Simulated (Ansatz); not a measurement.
Stepwise reaction of `F[SiH](F)S[SiH2]Cl` with hydrogen chloride, as a gas-phase model of exchange steps in deposition or etching. ΔE in kJ/mol.

Program: Ansatz. Geometries: PBE0-D4/def2-TZVP. ΔE: electronic, gas phase. CCSD(T)/CBS adds triple-zeta CCSD(T) − MP2 to the extrapolated MP2 energy (def2 sets, frozen cores). This one scheme is used for every species. Functionals use def2-TZVPP. B3LYP here is the variant with VWN-RPA as its local correlation; programs differ in this. Each species was taken in one conformer, which may not be the lowest.

| step | reaction | PBE-D4 | B3LYP-D4 | ωB97M-V | CCSD(T)/CBS |
| --- | --- | --- | --- | --- | --- |
| 1 | `F[SiH](F)S[SiH2]Cl` + HCl → `F[SiH](Cl)S[SiH2]Cl` + H–F | 40.4 | 49.5 | 49.7 | 47.2 |
| 2 | `F[SiH](Cl)S[SiH2]Cl` + HCl → `Cl[SiH2]S[SiH](Cl)Cl` + H–F | 35.6 | 45.3 | 45.2 | 41.0 |

(1) By hand: ΔE of the 2 steps together at CCSD(T)/CBS.

## Answers

(1) (47.2) + (41.0) = 88.2 kJ/mol, or 44.1 kJ/mol a step.

In ΔE each step is lower than the one before. All are uphill at CCSD(T)/CBS. PBE-D4 differs from CCSD(T)/CBS by -6.8 to -5.4 kJ/mol a step. Isolated molecules leave out the surface, adducts and barriers. Largest T1 diagnostic: 0.011.
